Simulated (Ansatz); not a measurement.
Reaction (redistribution): `C[NH][Al]([F])[F]` + `[MgH][Br]` → `C[NH][Al]([F])[Br]` + `[F][MgH]`

Gas-phase electronic energies from Ansatz, PBE0-D4/def2-TZVP geometries. CBS: MP2 limit from def2 TZ/QZ plus the TZ coupled-cluster correction, frozen cores. This one scheme is used for every species. Functionals use def2-TZVPP. For Br, Mg outer-core shells are correlated without core-valence functions, which leaves a few kJ/mol of doubt a bond. Scalar relativity is left out up to krypton. Each species was taken in one conformer, which may not be the lowest.

`C[NH][Al]([F])[F]`:

Cartesian coordinates in Å:
```
C 0.156 -0.300 -1.246
N -0.260 0.497 -0.107
Al -0.066 0.128 1.589
F -0.606 1.164 2.741
F 0.662 -1.267 2.057
H 0.879 0.229 -1.876
H -0.692 -0.591 -1.876
H 0.636 -1.218 -0.903
H -0.709 1.358 -0.380
```

`[MgH][Br]`:

```xyz
3

Mg    0.187   -0.031   -0.107
Br   -1.826    0.297    1.040
H     1.638   -0.267   -0.933
```

`C[NH][Al]([F])[Br]`:

```xyz
9

C    -0.579   -0.196    1.202
N    -0.097   -0.509   -0.130
Al    0.711    0.550   -1.262
F     1.000    2.112   -0.844
Br    1.358   -0.188   -3.273
H    -1.661   -0.341    1.291
H    -0.369    0.849    1.438
H    -0.092   -0.809    1.969
H    -0.271   -1.467   -0.391
```

`[F][MgH]`:

Cartesian coordinates in Å:
```
F -0.766 -0.579 -1.443
Mg 0.010 0.008 0.019
H 0.755 0.572 1.424
```

```csv
level,ΔE (kJ/mol)
LDA (SPW92),46.1
PBE0-D4,48.9
```

(1) What does CCSD(T)/CBS give? (Best estimate.)

Largest T1 diagnostic among the species: 0.012.

Answers

(1) Computed: +47.7 kJ/mol. The listed levels differ from it by -1.6, 1.2 kJ/mol.

In def2-TZVPP, CCSD(T) changes the Hartree–Fock value by −16.6 kJ/mol (the triples alone add −2.3 kJ/mol) and MP2 by −19.5 kJ/mol. Leaving LDA and LC-ωPBE aside and taking each functional with its dispersion term where it has one, the values, not all of them listed here, spread over 14.6 kJ/mol, from revPBE-D4 to BHLYP-D4. From PBE to PBE0 (25 % exact exchange), in def2-TZVPP and without D4, ΔE moves by +6.3 kJ/mol.
